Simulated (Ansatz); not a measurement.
Mulliken charges of Cl$_{2}$GeH$_{4}$O$_{2}$Si, SMILES `O[Si](O)(Cl)[GeH2][Cl]` from PBE/def2-TZVPP in Ansatz (PBE0-D4/def2-TZVP geometry).

```tsv
atom	x (Å)	y (Å)	z (Å)	charge (e)
O1	0.343	-1.349	1.312	-0.315
Si2	0.369	-0.669	-0.169	0.537
O3	1.909	-0.547	-0.664	-0.338
Cl4	-0.739	-1.835	-1.455	-0.213
Ge5	-0.592	1.501	-0.146	0.218
Cl6	-2.397	1.177	1.025	-0.314
H7	-0.513	-1.538	1.702	0.201
H8	2.453	-1.337	-0.702	0.199
H9	0.219	2.565	0.607	0.011
H10	-1.053	2.033	-1.510	0.012
```

Q: By hand: the dipole of these point charges (1 e Å = 4.8032 D).

A: Σ q r = (0.601, 0.076, -0.132) e Å, of length 0.620 e Å = 2.98 D.

Q: How does the dipole of the full density compare? (Estimate.)

A: Computed: (0.327, -0.145, -0.025) e Å, 1.72 D; the point charges give 1.73 times that, at 32° from its direction.

Point charges leave out the atoms' own dipoles, such as those of lone pairs, and Mulliken's split depends on the basis, so the two needn't agree.
